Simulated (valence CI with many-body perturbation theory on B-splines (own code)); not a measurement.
**E1 line list for Sm¹¹⁺**

Calculated by valence CI with perturbative core correlation (CI+MBPT): five valence electrons over a frozen Dirac-Fock core [Kr] 4d10, radial functions for each j: 7 s, 7 p, 7 d, 7 f, 4 g, 2 h, with the one-electron correlation potential Σ1 (screened to all orders), the two-electron term Σ2, the three-electron term Σ3, Breit, model QED; selected single and double excitations, second order for the rest, scaled by the run's own slope (own B-spline code, finite nucleus).

No measured spectrum was set against this ion. As an estimate, terms of the open shell hold to a few per cent of their energy, and close levels can change places. Among the levels kept, up to 2300 cm⁻¹ of a level comes from second order outside the variational space, and about a tenth of that is noise between levels of different J, which matters for small intervals.

Lines 201 to 250 of 524 in falling wavelength, among levels below 187740 cm⁻¹, chosen from the strongest by gf and those to the six lowest levels. Wavelengths and rates use the calculated energies, so an error of 2000 cm⁻¹ moves a line at 655.2 Å by 1.3 % and its rate by three times that or more. Electric multipoles are in the length gauge, E1 and E2 with the static RPA response of the core. Weak lines are less certain than strong ones. Lines between different terms over intervals too small for the method are left out, as are lines whose strength nearly cancels. Where a level lies close to another of its J and parity, the split of strength between their lines is uncertain. The highest levels of a list are the least certain.

Names give the largest LS component (configuration and term), which can be under half, so a name can repeat, a term be missing and a line seem to break the LS rules; names also repeat where a configuration has a term twice. Letters in brackets count levels of one name in rising energy.

```csv
λ vac (Å),Upper,Lower,A (s⁻¹),log gf,Branch %
655.2,4f3 5s 5p 2H_9/2,4f3 5s2 2G°_7/2 [a],2.36e+07,-1.82,9.3
655.0,4f3 5s 5p 4K_13/2,4f3 5s2 2K°_13/2,1.52e+07,-1.86,2.8
654.1,4f3 5s 5p 6K_13/2,4f3 5s2 4I°_13/2,8.52e+04,-4.12,0.1
653.4,4f3 5s 5p 6G_9/2,4f3 5s2 4G°_7/2,2.25e+06,-2.84,0.9
652.9,4f3 5s 5p 4I_9/2,4f3 5s2 4F°_7/2,5.08e+06,-2.49,7.5
652.8,4f4 5s 4I_11/2 [d],4f3 5s2 2K°_13/2,3.42e+06,-2.58,1.4
652.8,4f3 5s 5p 6G_7/2,4f3 5s2 4F°_7/2,7.40e+06,-2.42,8.8
652.8,4f3 5s 5p 4K_11/2,4f3 5s2 4F°_9/2,1.36e+06,-2.98,0.2
652.6,4f3 5s 5p 4H_13/2 [b],4f3 5s2 4G°_11/2,2.08e+07,-1.73,6.3
652.6,4f4 5s 4F_9/2 [b],4f3 5s2 2G°_7/2 [a],1.93e+07,-1.91,17.6
652.5,4f3 5s 5p 6D_9/2,4f3 5s2 4F°_9/2,1.40e+07,-2.05,12.3
652.4,4f4 5s 4F_5/2 [b],4f3 5s2 2G°_7/2 [a],2.40e+06,-3.04,1.5
652.2,4f4 5s 4D_5/2,4f3 5s2 4F°_5/2,1.41e+06,-3.27,14.6
651.8,4f4 5s 4I_13/2 [b],4f3 5s2 2K°_13/2,1.51e+06,-2.87,4.9
651.3,4f4 5s 4G_11/2,4f3 5s2 2H°_11/2 [a],1.15e+06,-3.06,11.0
651.2,4f3 5s 5p 4H_13/2 [a],4f3 5s2 2K°_15/2,5.41e+06,-2.32,2.3
651.0,4f3 5s 5p 6F_11/2,4f3 5s2 4G°_11/2,1.79e+07,-1.87,6.4
651.0,4f3 5s 5p 6P_3/2,4f3 5s2 4S°_3/2,7.55e+07,-1.72,95.5
650.9,4f3 5s 5p 4G_11/2,4f3 5s2 4G°_9/2,7.42e+06,-2.25,1.6
650.1,4f4 5s 2H_9/2,4f3 5s2 2G°_7/2 [a],9.73e+06,-2.21,42.8
649.5,4f4 5s 4G_7/2,4f3 5s2 2H°_9/2 [a],3.50e+04,-4.75,0.6
649.3,4f4 5s 4G_9/2 [a],4f3 5s2 4F°_7/2,3.02e+06,-2.72,11.0
649.3,4f3 5s 5p 4H_7/2,4f3 5s2 4G°_9/2,5.72e+06,-2.54,4.9
648.9,4f3 5s 5p 6I_15/2,4f3 5s2 4I°_15/2,1.10e+07,-1.96,8.5
648.5,4f4 5s 6D_7/2,4f3 5s2 4G°_9/2,3.57e+06,-2.74,2.4
648.2,4f3 5s 5p 6H_9/2,4f3 5s2 4G°_7/2,3.17e+07,-1.70,14.4
648.0,4f3 5s 5p 6P_5/2,4f3 5s2 4G°_7/2,1.63e+06,-3.21,0.5
647.8,4f3 5s 5p 4K_15/2,4f3 5s2 2K°_15/2,1.04e+07,-1.98,2.6
647.2,4f3 5s 5p 6G_5/2,4f3 5s2 4F°_3/2,4.47e+07,-1.77,59.0
647.1,4f4 5s 4F_5/2 [d],4f3 5s2 4G°_7/2,1.91e+06,-3.14,3.7
646.9,4f3 5s 5p 4H_13/2 [b],4f3 5s2 2K°_15/2,4.51e+06,-2.40,1.4
646.8,4f3 5s 5p 6F_11/2,4f3 5s2 2G°_9/2 [a],8.97e+06,-2.17,3.2
646.8,4f4 5s 4F_7/2 [e],4f3 5s2 2G°_9/2 [a],1.23e+06,-3.21,5.1
646.6,4f4 5s 4F_9/2 [a],4f3 5s2 4F°_9/2,1.62e+06,-2.99,9.1
646.2,4f3 5s 5p 6G_7/2,4f3 5s2 4F°_5/2,5.25e+07,-1.58,62.5
646.2,4f4 5s 4F_5/2 [c],4f3 5s2 2G°_7/2 [a],2.09e+06,-3.10,1.2
645.9,4f4 5s 4D_7/2,4f3 5s2 4F°_7/2,1.14e+06,-3.24,8.4
645.7,4f4 5s 4G_11/2,4f3 5s2 4F°_9/2,2.86e+06,-2.67,27.5
645.7,4f4 5s 4F_3/2 [d],4f3 5s2 4G°_5/2,1.16e+07,-2.54,71.3
645.4,4f4 5s 4I_15/2 [a],4f3 5s2 4I°_15/2,1.01e+04,-5.00,2.1
645.0,4f4 5s 4I_9/2 [b],4f3 5s2 2G°_7/2 [a],1.22e+06,-3.12,9.6
644.5,4f4 5s 4G_5/2 [b],4f3 5s2 4G°_5/2,4.07e+06,-2.82,17.1
644.5,4f4 5s 4D_5/2,4f3 5s2 4F°_3/2,4.66e+06,-2.76,48.3
644.2,4f4 5s 4K_13/2,4f3 5s2 4I°_15/2,1.93e+04,-4.77,2.6
643.9,4f3 5s 5p 6D_9/2,4f3 5s2 4F°_7/2,2.42e+07,-1.82,21.3
643.8,4f4 5s 4F_9/2 [b],4f3 5s2 2H°_11/2 [a],2.76e+06,-2.77,2.5
643.7,4f3 5s 5p 4I_9/2,4f3 5s2 2H°_9/2 [a],1.16e+07,-2.14,17.2
643.6,4f3 5s 5p 6K_11/2,4f3 5s2 4I°_9/2,7.13e+07,-1.27,68.0
643.5,4f3 5s 5p 6G_7/2,4f3 5s2 2H°_9/2 [a],5.49e+06,-2.56,6.5
643.4,4f4 5s 6D_3/2,4f3 5s2 4G°_5/2,2.80e+06,-3.16,1.5
```

(1) How does gf follow from A for the line at 645.4 Å?

Answers

(1) gf = 1.4992 × (2J+1)_upper × A / σ², with σ = 154932 cm⁻¹ and 2J+1 = 16: gf = 1.01e-05.
